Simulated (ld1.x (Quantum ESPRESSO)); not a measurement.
Which change was made? (Br, TM)

```
Element                 : bromine (Br)
Generator               : ld1.x (Quantum ESPRESSO) 7.5
Type                    : norm-conserving Troullier–Martins (Kleinman–Bylander form)
Functional              : PBE
Relativity              : scalar-relativistic
Frozen core             : [Ar] 3d10
Valence charge          : 7
Reference configuration : 4s2 4p5
Partial waves           : 4p (bound): rc 1.75 bohr; 4s (bound): rc 1.45 bohr
Local potential         : the s channel
Core correction         : none
```

Cutoffs, loose and tight: the cutoffs (Ry, on a coarse ladder) from which the occupation-weighted sum of valence levels, in a spherical-Bessel basis at the reference potential, stays within 10 and 1 mRy of its value at 400 Ry. They do not see the model core or the augmentation charge, which bear on the density cutoff. Test errors are all-electron minus pseudo excitation energies from the reference, over the configurations 4s2 4p4; 4s2 4p3; 4s2 4p2; 4s2 4p5.3; 4s1 4p6; 4s1 4p5; 4s2 4p1; variants that change the core or the reference have their own tests. The largest error is taken over the tests solved by every variant that gives reliable tests at all, those not shown here included: 4s1 4p5; 4s1 4p6; 4s2 4p3; 4s2 4p4; 4s2 4p5.3.

The base gives: outcome: generated; cutoff, loose: 45 Ry; cutoff, tight: 70 Ry; bound ghosts: p; largest test error (meV): -26.

Question: After one change the result is: outcome: generated; cutoff, loose: 35 Ry; cutoff, tight: 45 Ry; bound ghosts: p; largest test error (meV): -483. Which change was it?
A. wave 4s (bound): rc 1.45 bohr becomes 4s (bound): rc 1.14 bohr
B. type PAW; waves now 4s (bound): rcut 1.25, rcutus 1.45 bohr; 4s channel at 0.75 Ry: rcut 1.25, rcutus 1.45 bohr; 4p (bound): rcut 1.50, rcutus 1.75 bohr; 4p channel at -0.2 Ry: rcut 1.50, rcutus 1.75 bohr; local potential all-electron potential smoothed inside 1.30 bohr (lloc = -2); core correction a·sin(br)/r model core, default radius (ld1.x builds one for every PAW set, though the input has nlcc=.false.); augmentation BESSEL, radius 1.20 bohr
C. wave 4p (bound): rc 1.75 bohr becomes 4p (bound): rc 2.28 bohr
D. all radii scaled by about 1.29 (s 1.88, p 2.26 bohr)
E. local potential the p channel

Answer: D. The others give: type PAW; waves now 4s (bound): rcut 1.25, rcutus 1.45 bohr; 4s channel at 0.75 Ry: rcut 1.25, rcutus 1.45 bohr; 4p (bound): rcut 1.50, rcutus 1.75 bohr; 4p channel at -0.2 Ry: rcut 1.50, rcutus 1.75 bohr; local potential all-electron potential smoothed inside 1.30 bohr (lloc = -2); core correction a·sin(br)/r model core, default radius (ld1.x builds one for every PAW set, though the input has nlcc=.false.); augmentation BESSEL, radius 1.20 bohr → outcome: failed: new_paw_hamiltonian: negative rho | wave 4p (bound): rc 1.75 bohr becomes 4p (bound): rc 2.28 bohr → outcome: generated; cutoff, loose: 45 Ry; cutoff, tight: 60 Ry; bound ghosts: p; largest test error (meV): -39 | local potential the p channel → outcome: generated; cutoff, loose: 45 Ry; cutoff, tight: 70 Ry; bound ghosts: none; largest test error (meV): -16 | wave 4s (bound): rc 1.45 bohr becomes 4s (bound): rc 1.14 bohr → outcome: generated; cutoff, loose: 100 Ry; cutoff, tight: 180 Ry; bound ghosts: p; largest test error (meV): -56.
